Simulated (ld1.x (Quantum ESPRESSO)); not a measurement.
# V, TM: configuration errors across variants

| Quantity | Value |
| --- | --- |
| Element | vanadium (V) |
| Generator | ld1.x (Quantum ESPRESSO) 7.5 |
| Type | norm-conserving Troullier–Martins (Kleinman–Bylander form) |
| Functional | PBE |
| Relativity | scalar-relativistic |
| Frozen core | [Ne] |
| Valence charge | 13 |
| Reference configuration | 3s2 3p6 3d4 4s1 4p0 |
| Partial waves | 3p (bound): rc 1.45 bohr; 3d (bound): rc 1.65 bohr; 3s (bound): rc 1.00 bohr |
| Local potential | the s channel |
| Core correction | none |

Occupied shells without a wave of their own: 4s. They enter only through the test configuration that unscreens the potential.

All-electron excitation energies from the reference (eV): (1) 3s2 3p6 3d3 4s2 4p0 -0.586; (2) 3s2 3p6 3d3 4s1 4p0 7.149; (3) 3s2 3p6 3d3 4s0 4p0 21.445; (4) 3s2 3p6 3d2 4s0 4p0 50.343; (5) 3s2 3p6 3d3.5 4s1.5 4p0 -0.531; (6) 3s2 3p6 3d2 4s2 4p1 5.192; (7) 3s2 3p6 3d3 4s1 4p1 2.761.

The file “all radii scaled by about 1.38 (s 1.38, p 2.00, d 2.28 bohr)” misses its own reference levels by 0.3 eV.

Errors AE − PS in meV (a dash: test not solved or not reliable):

| change | (1) | (2) | (3) | (4) | (5) | (6) | (7) | bound ghosts |
| --- | --- | --- | --- | --- | --- | --- | --- | --- |
| base | +60 | +3.9 | -90 | -88 | +24 | +168 | +19 | none |
| all radii scaled by about 0.74 (s 0.74, p 1.08, d 1.22 bohr) | +49 | +2.9 | -76 | -103 | +20 | +109 | +11 | none |
| all radii scaled by about 0.82 (s 0.82, p 1.20, d 1.36 bohr) | +39 | +2.4 | -59 | -70 | +16 | +98 | +11 | none |
| all radii scaled by about 0.91 (s 0.92, p 1.32, d 1.50 bohr) | +43 | +2.9 | -65 | -66 | +17 | +121 | +14 | none |
| all radii scaled by about 1.07 (s 1.08, p 1.56, d 1.76 bohr) | +92 | +5.9 | -139 | -140 | +37 | +249 | +25 | none |
| all radii scaled by about 1.24 (s 1.24, p 1.80, d 2.04 bohr) | +237 | +14 | -365 | -398 | +95 | +568 | +47 | none |
| all radii scaled by about 1.28 (s 1.28, p 1.86, d 2.12 bohr) | +276 | +16 | -426 | -469 | +111 | +649 | +51 | none |
| all radii scaled by about 1.38 (s 1.38, p 2.00, d 2.28 bohr) | +424 | +24 | -660 | -743 | +173 | +945 | +66 | none |

Question: Give the same row for: all radii scaled by about 1.16 (s 1.16, p 1.68, d 1.90 bohr).

Answer: +148, +9.1, -226, -237, +59, +377, +34; bound ghosts: none.
